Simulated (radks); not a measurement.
The numbers below are computed, except where a source is named.
Q: The terbium ion Tb13+ is in [Kr] 4d10 4f4 5s2. Level of theory: scalar-relativistic Kohn-Sham, BLYP, spin-polarised, spherical densities, finite nucleus; Fermi nuclear charge, rms radius of each element as measured or else 0.836 A^(1/3) + 0.57 fm (a radial shooting solver on a logarithmic mesh with Libxc functionals). Open shells are filled with parallel spins first. One electron is removed from 4p, 4d, 5s, 4f in turn, with full relaxation. Which removal costs least, and what does each cost?

A: 5s 269.09 eV; 4f 270.41 eV; 4d 417.57 eV; 4p 554.20 eV. The 5s electron leaves first.
